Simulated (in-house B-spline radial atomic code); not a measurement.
**RPA and G0W0 on LDA VWN5: B3+**

Configuration 1s2, mean-field start LDA VWN5. Computed with an all-electron radial atomic-structure program (B-spline basis): all electrons, non-relativistic, point nucleus, each spin shell either full or empty, empty states to l = 9 with an (l + 1/2)⁻⁴ tail; G0W0 by contour deformation at full frequency.

Relativity, left out, deepens the 1s level by about Z⁴α²/8 hartree.

Command:
```bash
python run_gw.py task.json out
```
Settings (radii: box in bohr, nucleus in fm):
```
Z                        5
electrons                2
configuration            1s2
hamiltonian              nr
method                   lda,vwn
lmax                     9
spin_polarised           False
box_radius               14.14
intervals                44
ion_configuration        1s1
```

Cost of the run: 1 s on 1 thread of Arm Neoverse N1 (shared host).

Energies (hartree):

| term | value |
| --- | --- |
| mean-field total | -21.74316 |
| Hartree-Fock functional on these orbitals | -21.98372 |
| direct second order | -0.094493 |
| second-order exchange | 0.047247 |
| SOSEX correction | 0.044743 |

(1) What is the RPA correlation energy, and what remains with SOSEX?

Quasi-particle levels (eV):

| level | occupied | mean field | Σx - vxc | Σc | QP weight | G0W0 |
| --- | --- | --- | --- | --- | --- | --- |
| 1s | yes | -229.14 | -30.91 | ? | ? | ? |
| 2s | no | -40.99 | 3.41 | -0.18 | 0.999 | -37.76 |

G0W0 = mean field + (Σx - vxc) + Σc, with Σc (partial-wave tail included) taken at the quasi-particle energy.

(2) Where does G0W0 put 1s?

(3) What does it cost to remove one electron (to 1s1) by differences of total energies, each species on its own start (correlation terms add to the Hartree-Fock functional)?

## Answers

(1) RPA gives -0.089484 hartree (-1.22 eV per electron); RPA + SOSEX gives -0.044742, and the second-order doubles -0.047246 hartree (no singles). SOSEX takes back 50 % of the RPA value, the self-correlation of each of the two electrons.

(2) At -259.14 eV, with Σc = 0.90 eV and a quasi-particle weight of 0.985. The tabulated removal energy is 259.374 eV (NIST, tabulated theory).

(3) LDA VWN5 256.43 eV, Hartree-Fock functional 258.10 eV, + RPA 259.92 eV, + RPA + SOSEX 259.32 eV, + second order 259.39 eV. Tabulated: 259.374 eV (NIST, tabulated theory).
